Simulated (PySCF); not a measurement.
This PySCF input asks for the NMR shieldings of `C=COC(=O)CB(Cl)Cl`, C4H5BCl2O2; the geometry comes from GFN2-xTB.

```python
import basis_set_exchange as bse
import numpy as np
from pyscf import gto, dft
from pyscf.prop import nmr

atoms = """
C    -2.917911    0.387908   -0.113770
C    -1.855823   -0.283143    0.287152
O    -0.628225   -0.090336   -0.310464
C     0.418411   -0.806948    0.124925
O     0.365155   -1.641390    0.984478
C     1.682801   -0.390866   -0.605566
B     2.361069    0.838359    0.164079
Cl    3.899116    0.672282    0.892344
Cl    1.524036    2.328658    0.291992
H    -2.860253    1.102448   -0.915180
H    -3.870011    0.235837    0.357413
H    -1.857648   -1.013303    1.086226
H     2.344564   -1.254864   -0.649381
H     1.394041   -0.100050   -1.616413
"""
names = dict.fromkeys(["C", "O", "B", "Cl", "H"], "pcSseg-1")
basis = {el: gto.basis.parse(bse.get_basis(n, elements=[el], fmt="nwchem")) for el, n in names.items()}
mol = gto.M(atom=atoms, basis=basis, charge=0, verbose=0)
mf = dft.RKS(mol, xc="PBE0")
mf.grids.level = 2
mf.grids.alignment = dft.numint.BLKSIZE   # the property module wants whole blocks of grid points
mf.conv_tol = 1e-9
mf.kernel()

calc = nmr.RKS(mf)   # GIAO
C = mf.mo_coeff
Co = C[:, mf.mo_occ > 0]
resp = mf.gen_response(singlet=True, hermi=2)
def vind(x):   # induced exchange potential for any number of trial vectors
    d = np.einsum("pi,xij,qj->xpq", C, 2 * x.reshape(-1, C.shape[1], Co.shape[1]), Co, optimize=True)
    return np.einsum("xpq,pi,qj->xij", resp(d - d.transpose(0, 2, 1)), C, Co, optimize=True).ravel()
mo1, _ = nmr.rhf.solve_mo1(calc, with_cphf=vind)
sigma = calc.kernel(mo1)
for i, s in enumerate(sigma):   # ppm
    print("%2d %-2s %9.2f" % (i, mol.atom_pure_symbol(i), np.trace(s) / 3))
```

Task: What are the results?

Result: 
```
 0 C      83.93
 1 C      37.32
 2 O      70.86
 3 C      17.74
 4 O    -106.69
 5 C     142.71
 6 B      40.77
 7 Cl    641.16
 8 Cl    664.84
 9 H      26.46
10 H      26.76
11 H      23.90
12 H      28.87
13 H      28.90
```

These numbers come from an equivalent density-fitted implementation of the same equations, which agrees with the script to about 0.01 ppm for H and up to a few tenths of a ppm for heavy atoms, so last digits may differ.

Size and cost of the density-fitted run: 192 basis functions, 49 s wall time on 1 thread of an Arm Neoverse N1, shared host; peak memory 0.84 GiB.
